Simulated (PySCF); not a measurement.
PySCF input for C3H7ClSi, SMILES C[SiH2]/C=C/Cl, PBE-D3(BJ)/def2-SVP. Coordinates come from a PBE-D3(BJ)/def2-SVP optimisation. The structure was generated by enumeration; whether it is a known compound was not checked. One conformer was computed; it need not be the lowest.

```python
import numpy as np
from pyscf import gto, scf, dft, df
from pyscf.hessian import thermo

mol = gto.M(
    atom='''
    C    -2.88181843    0.41069476   -0.76887469
    Si   -1.41799309   -0.78476215   -0.78111822
    C    -0.07416391   -0.23057141    0.40918236
    C     1.16427192    0.08651127   -0.01211562
    Cl    2.45122122    0.62038915    1.03447594
    H    -3.32511785    0.47977784    0.24520717
    H    -3.67347740    0.06855539   -1.46590636
    H    -2.56170803    1.42667680   -1.07528404
    H    -0.80511106   -0.86268911   -2.15574889
    H    -1.89604924   -2.16071917   -0.39109747
    H    -0.29064799   -0.14770597    1.48959713
    H     1.48351644    0.03635119   -1.06635572
    ''',
    basis='def2-SVP',
    charge=0,
    spin=0,
    max_memory=1600,
    verbose=3,
)
mf = dft.RKS(mol, xc='pbe').density_fit(auxbasis='def2-universal-jkfit')
mf.disp = 'd3bj'
mf.grids.level = 3
mf.conv_tol = 1e-11
mf.max_cycle = 100
mf.kernel()

# [left out here: the lines that compute and print the analytic Hessian (its translational invariance restored by hand, since the grid's response is missing), thermochemistry and intensities]
```

It prints:

```
converged SCF energy = -867.388464893087

WARN: DFTD3 does not support analytical Hessian, using finite difference


WARN: Mole.unit (angstrom) is changed to Bohr

Mode                                 0                   1                   2
Irrep
Freq [cm^-1]                       69.5525            121.3968            144.4493
Reduced mass [au]                   2.9877              2.4994              1.3275
Force const [Dyne/A]                0.0085              0.0217              0.0163
Char temp [K]                     100.0706            174.6630            207.8304
Normal mode                   x     y     z       x     y     z       x     y     z
       0   C                -0.11 -0.10 -0.01   -0.03 -0.03 -0.10   -0.01 -0.00 -0.00
       1  Si                 0.01  0.04 -0.00    0.01  0.02  0.04   -0.02 -0.01  0.00
       2   C                -0.02  0.15 -0.02   -0.01 -0.02  0.08    0.03  0.01 -0.06
       3   C                 0.03 -0.02  0.01   -0.07  0.13  0.02    0.01  0.09 -0.04
       4  Cl                 0.03 -0.04  0.01    0.03 -0.04 -0.02    0.00 -0.02  0.03
       5   H                -0.11 -0.14 -0.01   -0.17 -0.07 -0.16    0.28  0.34  0.10
       6   H                -0.07 -0.20 -0.01    0.08 -0.06 -0.21   -0.21 -0.24  0.34
       7   H                -0.22 -0.07 -0.03   -0.03 -0.02 -0.04   -0.09 -0.11 -0.43
       8   H                 0.01  0.07 -0.00    0.08  0.04  0.07   -0.10 -0.12 -0.03
       9   H                 0.13  0.00  0.01    0.02  0.00  0.01   -0.00  0.02  0.14
      10   H                -0.07  0.29 -0.04    0.07 -0.25  0.11    0.06 -0.10 -0.05
      11   H                 0.08 -0.17  0.03   -0.18  0.34 -0.02    0.02  0.21 -0.05
Mode                                 3                   4                   5
Irrep
Freq [cm^-1]                      196.6167            250.3492            322.0775
Reduced mass [au]                   1.9631              4.0946              7.4609
[...]
Reduced mass [au]                   3.0308              1.2534              1.3120
Force const [Dyne/A]                1.1550              0.5419              0.5914
Char temp [K]                    1157.1255           1232.4380           1258.4794
Normal mode                   x     y     z       x     y     z       x     y     z
       0   C                -0.00 -0.01 -0.03   -0.04 -0.06  0.09   -0.05 -0.05 -0.04
       1  Si                -0.00  0.01  0.04    0.01  0.02 -0.03    0.06  0.00  0.03
       2   C                 0.00 -0.01 -0.12    0.00  0.01 -0.00   -0.02  0.01 -0.01
       3   C                 0.08  0.04  0.15    0.01 -0.01  0.01   -0.02 -0.02 -0.03
       4  Cl                -0.03 -0.01 -0.04   -0.00 -0.00 -0.00    0.01  0.00  0.01
       5   H                 0.12 -0.07  0.03   -0.28  0.35 -0.05    0.14  0.04  0.04
       6   H                -0.11  0.08  0.04    0.11  0.06 -0.14   -0.24  0.27  0.02
       7   H                 0.03  0.00  0.06    0.34 -0.24 -0.13    0.20 -0.08  0.09
       8   H                 0.24  0.10  0.14    0.37 -0.29  0.15   -0.40  0.10 -0.18
       9   H                -0.08 -0.02 -0.12   -0.30  0.12 -0.02   -0.52  0.15 -0.17
      10   H                -0.20 -0.09 -0.15    0.01  0.00  0.00   -0.07 -0.05 -0.02
      11   H                 0.13  0.08  0.17   -0.00  0.07 -0.00   -0.04  0.01 -0.04
Mode                                15                  16                  17
Irrep
Freq [cm^-1]                      907.4703            939.5538           1130.1642
Reduced mass [au]                   1.0633              1.0841              1.2279
Force const [Dyne/A]                0.5159              0.5639              0.9241
Char temp [K]                    1305.6478           1351.8088           1626.0547
Normal mode                   x     y     z       x     y     z       x     y     z
       0   C                -0.00 -0.00  0.01    0.00 -0.00 -0.00    0.00 -0.00 -0.00
       1  Si                 0.00 -0.03 -0.03   -0.00 -0.01 -0.00   -0.02 -0.00 -0.00
       2   C                 0.00  0.01  0.00    0.02 -0.05  0.01    0.07  0.03  0.05
       3   C                -0.00  0.02 -0.00    0.02 -0.06  0.01    0.06  0.01 -0.06
       4  Cl                -0.00 -0.00 -0.00   -0.00 -0.00 -0.00   -0.00  0.00  0.01
       5   H                -0.04  0.02 -0.01    0.01 -0.01 -0.00   -0.01 -0.01 -0.00
       6   H                 0.01  0.00 -0.01   -0.01  0.01  0.01   -0.00 -0.01  0.01
       7   H                 0.00 -0.01 -0.03   -0.00  0.00  0.00   -0.00  0.00  0.00
       8   H                 0.18  0.64  0.03    0.01  0.15 -0.00    0.08  0.02  0.03
       9   H                -0.23  0.23  0.58   -0.02  0.05  0.14    0.01 -0.02 -0.01
      10   H                 0.06 -0.10  0.03   -0.18  0.61 -0.08   -0.74 -0.24 -0.09
      11   H                 0.06 -0.16  0.03   -0.19  0.64 -0.09   -0.35 -0.13 -0.18
Mode                                18                  19                  20
Irrep
Freq [cm^-1]                     1214.4888           1252.0083           1382.8022
Reduced mass [au]                   1.2460              1.1553              1.0478
Force const [Dyne/A]                1.0829              1.0670              1.1804
Char temp [K]                    1747.3790           1801.3611           1989.5444
Normal mode                   x     y     z       x     y     z       x     y     z
       0   C                -0.10  0.08 -0.00    0.00 -0.00  0.00    0.03  0.04 -0.04
       1  Si                 0.01 -0.00  0.00    0.00  0.00  0.00    0.00  0.00 -0.00
       2   C                 0.00  0.00 -0.00    0.02 -0.00 -0.08    0.00 -0.00 -0.00
       3   C                 0.00 -0.00  0.00    0.00  0.01  0.07   -0.00 -0.00  0.00
       4  Cl                -0.00 -0.00  0.00    0.00  0.00  0.01    0.00  0.00  0.00
       5   H                 0.34 -0.33  0.20   -0.01  0.01 -0.00   -0.45 -0.15 -0.22
       6   H                 0.26 -0.41 -0.15   -0.01  0.01 -0.00   -0.32 -0.33  0.53
       7   H                 0.49 -0.14 -0.06   -0.01  0.00  0.00    0.38 -0.02  0.20
       8   H                -0.01  0.01 -0.01   -0.01 -0.00 -0.01    0.00 -0.02 -0.00
       9   H                -0.02 -0.00  0.00   -0.01  0.01 -0.00   -0.01  0.01  0.01
      10   H                -0.00  0.00 -0.00    0.34  0.10 -0.02    0.02  0.00  0.00
      11   H                -0.03 -0.00 -0.01   -0.79 -0.26 -0.17   -0.00 -0.00  0.00
Mode                                21                  22                  23
Irrep
Freq [cm^-1]                     1384.9398           1592.3341           2145.4189
Reduced mass [au]                   1.0486              7.9653              1.0346
Force const [Dyne/A]                1.1850             11.8993              2.8058
Char temp [K]                    1992.6200           2291.0143           3086.7801
Normal mode                   x     y     z       x     y     z       x     y     z
       0   C                -0.02 -0.03 -0.05   -0.00 -0.00 -0.00   -0.00 -0.00  0.00
       1  Si                -0.00 -0.00 -0.00   -0.01 -0.00 -0.00   -0.01 -0.03 -0.00
       2   C                 0.00  0.00  0.00    0.19  0.05 -0.04   -0.00 -0.00  0.00
       3   C                -0.00 -0.00 -0.00   -0.19 -0.05  0.04    0.00  0.00 -0.00
       4  Cl                -0.00 -0.00 -0.00    0.00  0.00  0.00   -0.00 -0.00 -0.00
       5   H                 0.20  0.57  0.02    0.01 -0.00  0.00    0.00 -0.00  0.00
       6   H                 0.12 -0.34 -0.04   -0.01  0.01 -0.00   -0.00 -0.00 -0.00
       7   H                -0.01  0.18  0.65    0.00 -0.00 -0.00    0.01 -0.01  0.00
       8   H                 0.02  0.01  0.01    0.02  0.01  0.01   -0.12  0.00  0.25
       9   H                 0.01  0.00  0.02   -0.02  0.00 -0.02    0.30  0.86 -0.25
      10   H                -0.00  0.00  0.00   -0.05 -0.03 -0.11   -0.01 -0.00  0.00
      11   H                 0.00  0.00  0.00    0.06  0.04  0.15   -0.00 -0.00 -0.00
Mode                                24                  25                  26
Irrep
Freq [cm^-1]                     2152.6808           2977.7277           3078.4714
Reduced mass [au]                   1.0459              1.0351              1.1022
Force const [Dyne/A]                2.8557              5.4074              6.1544
Char temp [K]                    3097.2283           4284.2872           4429.2349
Normal mode                   x     y     z       x     y     z       x     y     z
       0   C                 0.00 -0.00  0.00    0.04 -0.03 -0.00    0.01  0.01  0.09
       1  Si                -0.02 -0.01  0.03   -0.00  0.00 -0.00    0.00  0.00  0.00
       2   C                -0.00 -0.00  0.00    0.00 -0.00  0.00    0.00 -0.00 -0.00
       3   C                -0.00 -0.00 -0.00   -0.00 -0.00  0.00   -0.00 -0.00  0.00
       4  Cl                 0.00  0.00 -0.00    0.00  0.00  0.00   -0.00 -0.00  0.00
       5   H                -0.01  0.00  0.00   -0.22  0.03  0.53    0.29 -0.04 -0.65
       6   H                 0.00  0.00  0.00   -0.40 -0.19 -0.36   -0.45 -0.19 -0.38
       7   H                -0.00 -0.00  0.00    0.17  0.50 -0.15    0.03  0.09 -0.01
       8   H                 0.38 -0.05 -0.86    0.00 -0.00  0.00    0.00 -0.00 -0.00
       9   H                 0.08  0.25 -0.06    0.00 -0.00 -0.00   -0.00  0.00 -0.00
      10   H                 0.00  0.00  0.01    0.00 -0.00 -0.00   -0.00  0.00  0.02
      11   H                 0.01  0.00  0.00    0.00 -0.00 -0.00    0.00  0.00 -0.00
Mode                                27                  28                  29
Irrep
Freq [cm^-1]                     3082.9233           3085.6555           3115.5864
Reduced mass [au]                   1.1028              1.0896              1.0937
Force const [Dyne/A]                6.1758              6.1126              6.2548
Char temp [K]                    4435.6402           4439.5713           4482.6351
Normal mode                   x     y     z       x     y     z       x     y     z
       0   C                -0.05 -0.07  0.02   -0.00 -0.00 -0.00   -0.00 -0.00 -0.00
       1  Si                -0.00 -0.00  0.00    0.00  0.00  0.00   -0.00 -0.00  0.00
       2   C                 0.00  0.00 -0.00    0.02 -0.00 -0.08    0.01  0.00 -0.00
       3   C                 0.00  0.00 -0.00   -0.01 -0.00  0.00   -0.03  0.00  0.08
       4  Cl                 0.00 -0.00  0.00    0.00  0.00  0.00    0.00 -0.00 -0.00
       5   H                 0.11 -0.03 -0.27   -0.01  0.00  0.01    0.00 -0.00  0.00
       6   H                 0.32  0.13  0.29    0.01  0.00  0.01    0.00  0.00  0.00
       7   H                 0.22  0.71 -0.22   -0.00 -0.00  0.00   -0.00  0.00 -0.00
       8   H                 0.00  0.00 -0.00   -0.00  0.00  0.00    0.00 -0.00 -0.00
       9   H                 0.00  0.00 -0.00   -0.00 -0.00 -0.00   -0.00 -0.00 -0.00
      10   H                -0.00 -0.00  0.00   -0.19  0.07  0.93    0.00 -0.00 -0.01
      11   H                -0.00  0.00  0.00    0.00  0.00 -0.01    0.29 -0.04 -0.91
temperature 298.1500 [K]
pressure 101325.00 [Pa]
Rotational constants [GHz] 11.42647 0.99722 0.96091
Symmetry number 1
Zero-point energy (ZPE) 0.08450 [Eh]   221843.433 [J/mol]
                           tot       elec      trans        rot        vib
Entropy [J/mol/K]       360.138      0.000    166.980    116.213     76.945
Cv [J/mol/K]            108.847      0.000     12.472     12.472     83.903
Cp [J/mol/K]            117.161      0.000     20.786     12.472     83.903
Internal energy [J/mol]                      3718.434   3718.434 234348.934
Internal energy [Eh]   -867.29637  -867.38846
Enthalpy [J/mol]                             6197.391   3718.434 234348.934
Enthalpy [Eh]          -867.29543
Gibbs free energy [J/mol]                  -43587.694 -30930.404 211407.848
Gibbs free energy [Eh] -867.33633
mode   freq/cm-1   IR/(km/mol)
   1       69.55         0.187
   2      121.40         0.394
   3      144.45         0.335
   4      196.62         0.616
   5      250.35         1.340
   6      322.08         8.642
   7      473.24         9.685
   8      627.30         7.545
   9      661.65         2.944
  10      702.43        57.692
  11      765.87        22.535
  12      776.64        21.424
  13      804.24        92.817
  14      856.59        30.005
  15      874.69       217.654
  16      907.47        94.488
  17      939.55        28.043
  18     1130.16        16.415
  19     1214.49        12.928
  20     1252.01         6.364
  21     1382.80         4.536
  22     1384.94         1.999
  23     1592.33       164.525
  24     2145.42       113.933
  25     2152.68       106.301
  26     2977.73         3.251
  27     3078.47         2.794
  28     3082.92         2.563
  29     3085.66         0.645
  30     3115.59         2.801
max |gradient| / (hartree/bohr): 3.528077634610841e-05
APT charges: [-0.3511  1.2007 -0.5213  0.4629 -0.3762  0.0228  0.0107  0.0239 -0.2636
 -0.2863  0.0471  0.0304]
```

The run converged.

Cost: about 4 core-minutes (a rough figure).
